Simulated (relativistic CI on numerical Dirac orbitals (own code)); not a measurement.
Racah parameters of the free ion Mn VI from its measured terms

Problem. The configuration 3s2 3p6 3d2 of Mn VI has the measured levels 3F: 0.0 (J = 2), 746.0 (J = 3), 1669.0 (J = 4); 3P: 17782.0 (J = 0), 18057.0 (J = 1), 18628.0 (J = 2); 1D: 15336.0 (J = 2) cm⁻¹ (Corliss and Sugar, J. Phys. Chem. Ref. Data 6, 1253 (1977)). Find B and C, and predict the term 1G.

Working.
1. Centres of gravity, weighted by 2J + 1: 3F 964.0, 3P 18343.7, 1D 15336.0 cm⁻¹.
2. 3P − 3F = 15B gives B = 17379.7/15 = 1159 cm⁻¹.
3. 1D − 3F = 5B + 2C gives C = (14372.0 − 5793.2)/2 = 4289 cm⁻¹, and C/B = 3.70.
4. 1G − 3F = 12B + 2C = 22483 cm⁻¹.

Check. The measured centre of 1G lies 24547 cm⁻¹ above that of 3F, so the two-parameter theory misses by -2064 cm⁻¹; fits add the Trees term αL(L + 1) for such residues. The calculated radial integrals (Dirac-KLI orbitals, unscaled: F² = 106982, F⁴ = 67625 cm⁻¹) give B = F²/49 − 5F⁴/441 = 1417 and C = 35F⁴/441 = 5367 cm⁻¹, so the measured B is 82 % and C 80 % of them. A complex lowers B further; the nephelauxetic ratio is taken against the free-ion value found here.
